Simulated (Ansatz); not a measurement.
Two isomers of CH9AlOSi2: A = `C[SiH]([AlH2])O[SiH3]`, B = `[SiH3]C[O][AlH][SiH3]`.

Isolated molecules relaxed with PBE0-D4/def2-TZVP in Ansatz; ΔE leaves out vibrations. CCSD(T)/CBS is the MP2 limit (def2-TZVPP, def2-QZVPP) plus CCSD(T) − MP2 in def2-TZVPP, frozen cores. Functionals use def2-TZVPP. B3LYP here is the variant with VWN-RPA as its local correlation; programs differ in this. Each species was taken in one conformer, which may not be the lowest.

(1) Which isomer does CCSD(T)/CBS put lower? Give the gap. (An estimate is asked.)

(2) Give E(B) − E(A) in kJ/mol with HF/def2-TZVPP, B2PLYP, MP2/def2-TZVPP, CCSD(T)/def2-TZVPP, B3LYP, PBE0-D4, r2SCAN-D4. (Estimate.)

Largest T1 diagnostic: 0.014.

Answers

(1) Ansatz gave: A, by 150.9 kJ/mol.

(2) The calculation gave: HF/def2-TZVPP 169.3, B2PLYP 147.9, MP2/def2-TZVPP 155.6, CCSD(T)/def2-TZVPP 146.4, B3LYP 142.6, PBE0-D4 139.0, r2SCAN-D4 142.1. None reverses the order clearly.

In def2-TZVPP, CCSD(T) changes the Hartree–Fock value by −22.9 kJ/mol (the triples alone add −4.1 kJ/mol) and MP2 by −13.7 kJ/mol. From PBE to PBE0 (25 % exact exchange), in def2-TZVPP and without D4, E(B) − E(A) moves by +12.7 kJ/mol.
